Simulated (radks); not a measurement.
Values are calculated unless marked as measured or tabulated.
Exchange energies: the exact (Fock) value of the Kohn-Sham orbitals and density-functional approximations, as 100 (|E| - |E exact|)/|E exact|, negative where the magnitude is too small. Species: Li [He] 2s1; Eu [Xe] 4f7 6s2; P [Ne] 3s2 3p3; I2+ [Kr] 4d10 5s2 5p3. Code: a radial shooting solver on a logarithmic mesh with Libxc functionals. Model: non-relativistic Kohn-Sham, exchange-only PBE, spin-polarised, spherical densities, point nucleus. Every spin shell is full or empty, so the densities are truly spherical. Functionals are evaluated on that one density, not self-consistently.

| functional | Li | Eu | P | I2+ |
|---|---|---|---|---|
| exact (hartree) | -1.76643 | -230.241 | -22.5812 | -173.344 |
| LDA | -13.49 | -4.20 | -8.07 | -4.76 |
| B88 | -0.07 | +0.20 | +0.02 | +0.01 |
| PBE | -1.05 | -0.23 | -0.51 | -0.44 |
| revPBE | +0.34 | -0.12 | -0.08 | -0.30 |
| RPBE | +0.65 | -0.08 | +0.08 | -0.25 |
| PW91 | -0.73 | +0.17 | -0.09 | -0.02 |
| WC | -3.16 | -0.59 | -1.60 | -0.85 |
| AM05 | -10.44 | -3.94 | -7.04 | -4.44 |
| TPSS | +0.49 | -0.22 | +0.26 | -0.32 |
| MS2 | +0.65 | -0.50 | +0.15 | -0.61 |
